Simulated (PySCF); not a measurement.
C3H4F2O, SMILES F/C(=C\F)OC.

Geometry optimised at PBE0-D3(BJ)/def2-SVP. Other conformers were not sampled.

The numbers are results of PBE0-D3(BJ)/def2-SVP in PySCF, not measurements.

No scaling factor is applied to the harmonic values.

```json
[
 {"mode": "1", "ν (cm⁻¹)": "85", "IR (km/mol)": "4.2", "moving atoms (share of kinetic energy)": "C 34 %, F 28 %, H 26 %, O 12 %"},
 {"mode": "2", "ν (cm⁻¹)": "149", "IR (km/mol)": "0.3", "moving atoms (share of kinetic energy)": "H 89 %"},
 {"mode": "3", "ν (cm⁻¹)": "203", "IR (km/mol)": "1.5", "moving atoms (share of kinetic energy)": "F 41 %, C 38 %, H 15 %"},
 {"mode": "4", "ν (cm⁻¹)": "253", "IR (km/mol)": "7.9", "moving atoms (share of kinetic energy)": "F 68 %, C 17 %, H 9 %"},
 {"mode": "5", "ν (cm⁻¹)": "371", "IR (km/mol)": "3.6", "moving atoms (share of kinetic energy)": "C 48 %, F 21 %, O 16 %, H 15 %"},
 {"mode": "6", "ν (cm⁻¹)": "498", "IR (km/mol)": "4.1", "moving atoms (share of kinetic energy)": "F 43 %, O 31 %, C 21 %"},
 {"mode": "7", "ν (cm⁻¹)": "613", "IR (km/mol)": "11.1", "moving atoms (share of kinetic energy)": "C 56 %, F 19 %, O 18 %"},
 {"mode": "8", "ν (cm⁻¹)": "694", "IR (km/mol)": "1.1", "moving atoms (share of kinetic energy)": "C 49 %, O 27 %, H 13 %, F 12 %"},
 {"mode": "9", "ν (cm⁻¹)": "791", "IR (km/mol)": "27.9", "moving atoms (share of kinetic energy)": "H 73 %, C 26 %"},
 {"mode": "10", "ν (cm⁻¹)": "925", "IR (km/mol)": "44.3", "moving atoms (share of kinetic energy)": "C 42 %, F 38 %, H 11 %, O 9 %"},
 {"mode": "11", "ν (cm⁻¹)": "1087", "IR (km/mol)": "67.9", "moving atoms (share of kinetic energy)": "C 46 %, O 38 %, H 8 %, F 8 %"},
 {"mode": "12", "ν (cm⁻¹)": "1172", "IR (km/mol)": "3.9", "moving atoms (share of kinetic energy)": "H 76 %, C 18 %"},
 {"mode": "13", "ν (cm⁻¹)": "1200", "IR (km/mol)": "22.0", "moving atoms (share of kinetic energy)": "H 61 %, C 27 %"},
 {"mode": "14", "ν (cm⁻¹)": "1215", "IR (km/mol)": "106.4", "moving atoms (share of kinetic energy)": "H 40 %, C 33 %, F 23 %"},
 {"mode": "15", "ν (cm⁻¹)": "1326", "IR (km/mol)": "279.5", "moving atoms (share of kinetic energy)": "C 40 %, H 39 %, O 16 %"},
 {"mode": "16", "ν (cm⁻¹)": "1362", "IR (km/mol)": "174.5", "moving atoms (share of kinetic energy)": "C 53 %, H 30 %, O 10 %"},
 {"mode": "17", "ν (cm⁻¹)": "1463", "IR (km/mol)": "10.4", "moving atoms (share of kinetic energy)": "H 96 %"},
 {"mode": "18", "ν (cm⁻¹)": "1479", "IR (km/mol)": "12.3", "moving atoms (share of kinetic energy)": "H 80 %, C 16 %"},
 {"mode": "19", "ν (cm⁻¹)": "1481", "IR (km/mol)": "53.9", "moving atoms (share of kinetic energy)": "H 87 %, C 9 %"},
 {"mode": "20", "ν (cm⁻¹)": "1861", "IR (km/mol)": "60.7", "moving atoms (share of kinetic energy)": "C 94 %"},
 {"mode": "21", "ν (cm⁻¹)": "3047", "IR (km/mol)": "39.2", "moving atoms (share of kinetic energy)": "H 97 %"},
 {"mode": "22", "ν (cm⁻¹)": "3145", "IR (km/mol)": "18.0", "moving atoms (share of kinetic energy)": "H 90 %, C 10 %"},
 {"mode": "23", "ν (cm⁻¹)": "3199", "IR (km/mol)": "7.7", "moving atoms (share of kinetic energy)": "H 90 %, C 10 %"},
 {"mode": "24", "ν (cm⁻¹)": "3268", "IR (km/mol)": "8.2", "moving atoms (share of kinetic energy)": "H 91 %, C 9 %"}
]
```
